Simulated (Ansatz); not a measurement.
Total energies of GeEt(OEt)3 (C8H20GeO3) from Ansatz at PBE0-D4/def2-SVP, gas phase (1 Eh = 27.2114 eV = 2625.5 kJ/mol). The reference geometry is relaxed at PBE-D4/def2-SVP.

Cartesian coordinates in Å:
```
Ge 0.8001 0.3050 0.2896
C 1.9383 1.3673 1.4664
C 3.4095 0.9497 1.3614
H 1.5489 1.2371 2.4976
H 1.7884 2.4324 1.1932
H 4.0505 1.5592 2.0313
H 3.5427 -0.1148 1.6395
H 3.7887 1.0719 0.3268
O 1.3638 0.3097 -1.4089
C 0.5594 0.7899 -2.4866
C -0.4137 -0.2608 -3.0053
H -0.0050 1.7037 -2.1916
H 1.2673 1.0864 -3.2925
H -0.9613 0.1173 -3.8935
H 0.1239 -1.1855 -3.2986
H -1.1613 -0.5148 -2.2269
O -0.9158 0.8579 0.1625
C -1.7026 1.0185 1.3395
C -3.1166 1.4027 0.9337
H -1.7213 0.0749 1.9370
H -1.2714 1.8089 2.0025
H -3.7563 1.5559 1.8265
H -3.1087 2.3400 0.3409
H -3.5718 0.6075 0.3086
O 0.9087 -1.3728 0.9170
C 0.4238 -2.4783 0.1573
C -1.0748 -2.6944 0.3359
H 0.6684 -2.3507 -0.9228
H 0.9827 -3.3738 0.5093
H -1.4108 -3.6028 -0.2058
H -1.3248 -2.8185 1.4093
H -1.6488 -1.8286 -0.0532
```

| state | geometry | energy (Eh) |
| --- | --- | --- |
| charge 0 singlet | reference | -2618.10849 |
| charge 1 doublet | reference | -2617.77225 |
| charge -1 doublet | reference | -2618.02308 |
| free Ge atom (triplet) | – | -2076.39507 |
| free C atom (triplet) | – | -37.76066 |
| free H atom (doublet) | – | -0.50029 |
| free O atom (triplet) | – | -74.92490 |

Work out the vertical ionisation energy to the doublet.

E(charge 1 doublet) − E(charge 0 singlet) = -2617.77225 − (-2618.10849) = 0.33624 Eh = 9.15 eV. For comparison, −ε of the highest occupied level is 7.53 eV at this level, 1.62 eV less.

Work out the vertical electron affinity, to the doublet.

E(charge 0 singlet) − E(charge -1 doublet) = -2618.10849 − (-2618.02308) = -0.08541 Eh = -2.32 eV; negative, so the extra electron isn't bound. The basis lacks diffuse functions, which makes affinities too small.

Give the fundamental gap IE − EA, the Mulliken electronegativity (IE + EA)/2 and the hardness (IE − EA)/2.

From the values in Eh: IE − EA = 0.33624 − (-0.08541) = 0.42165 Eh = 11.47 eV; (IE + EA)/2 = 3.41 eV; (IE − EA)/2 = 5.74 eV. The HOMO–LUMO gap of the same run is 8.53 eV, 2.94 eV smaller than the fundamental gap.

What is the binding energy per atom against free atoms?

Atoms: 1 × (-2076.39507) + 8 × (-37.76066) + 20 × (-0.50029) + 3 × (-74.92490) = -2613.26085 Eh. Binding: -2613.26085 − (-2618.10849) = 4.84764 Eh = 131.91 eV, or 4.12 eV for each of 32 atoms (no zero-point energy, no counterpoise term).

At PBE0-D4/def2-SVP the highest occupied level of the charge -1 doublet lies above zero (up to 3.69 eV). By energy differences it is unbound by 2.32 eV (vertical, to the charge 0 singlet, at PBE0-D4/def2-SVP) and held by the finite basis.
